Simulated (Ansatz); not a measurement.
A nudged elastic band was laid between two geometries of CH$_{4}$FInO (8 atoms, charge 0, multiplicity 1).

Method: Ansatz, RKS B3LYP/def2-SVP.

```json
{
 "movable images": "5",
 "climbing image": "yes",
 "spring": "5.0 eV/Å²",
 "optimiser": "quadratic models (default)",
 "start path": "through a guess of the saddle point",
 "force threshold": "0.03 eV/Å",
 "iteration limit": "47",
 "end points": "relaxed"
}
```

Image 0:

```xyz
8
Properties=species:S:1:pos:R:3
C 0.184 1.297 -0.089
O 0.131 0.265 0.873
In -0.202 -1.642 0.403
F -0.426 -1.725 -1.557
H 0.005 0.947 -1.122
H -0.573 2.071 0.141
H 1.176 1.788 -0.067
H -0.296 -3.001 1.416
```

Image 6:

```xyz
8
Properties=species:S:1:pos:R:3
C 0.227 1.356 0.093
O -0.098 0.255 -0.717
In -0.273 -1.635 -0.103
F -0.780 -2.716 -1.660
H 0.491 1.097 1.139
H 1.092 1.900 -0.333
H -0.618 2.070 0.140
H -0.042 -2.327 1.442
```

**Question.** What changes between the two ends?

**Answer.** No bond is made or broken. The dihedral C1–O2–In3–F4 goes from 0 to 179°.

**Question.** What energy profile does the band end with?

**Answer.** It converged. The highest image is number 4 of 0 to 6, 0.171 eV above the first end and 0.084 eV above the last; the last end lies 0.086 eV above the first. Beside the main top the profile has a ripple of under 15 meV (maxima at images 1, 4), which may be a very shallow well or noise. A vibrational analysis at the climbing image gives one clearly imaginary mode, 92i cm⁻¹: a first-order saddle point.

```json
{"image": "0", "path coordinate (Å)": "0.00", "energy (eV)": "0.000", "dihedral C1–O2–In3–F4 (°)": "0"}
{"image": "1", "path coordinate (Å)": "1.14", "energy (eV)": "0.016", "dihedral C1–O2–In3–F4 (°)": "-2"}
{"image": "2", "path coordinate (Å)": "2.27", "energy (eV)": "0.011", "dihedral C1–O2–In3–F4 (°)": "1"}
{"image": "3", "path coordinate (Å)": "3.41", "energy (eV)": "0.063", "dihedral C1–O2–In3–F4 (°)": "34"}
{"image": "4", "path coordinate (Å)": "4.54", "energy (eV)": "0.171", "dihedral C1–O2–In3–F4 (°)": "101"}
{"image": "5", "path coordinate (Å)": "5.28", "energy (eV)": "0.129", "dihedral C1–O2–In3–F4 (°)": "140"}
{"image": "6", "path coordinate (Å)": "6.03", "energy (eV)": "0.086", "dihedral C1–O2–In3–F4 (°)": "179"}
```

**Question.** What is the geometry of the highest image?

**Answer.** 
```xyz
8
Properties=species:S:1:pos:R:3
C 0.123 1.386 0.065
O 0.667 0.119 0.323
In -0.154 -1.686 0.080
F 0.519 -2.486 -1.589
H -0.812 1.590 0.627
H 0.856 2.154 0.374
H -0.090 1.558 -1.009
H -1.110 -2.635 1.129
```

Run time: 9.4 min on 1 thread of Intel(R) Xeon(R) Processor @ 2.70GHz, on a shared host, peak memory 0.2 GiB.
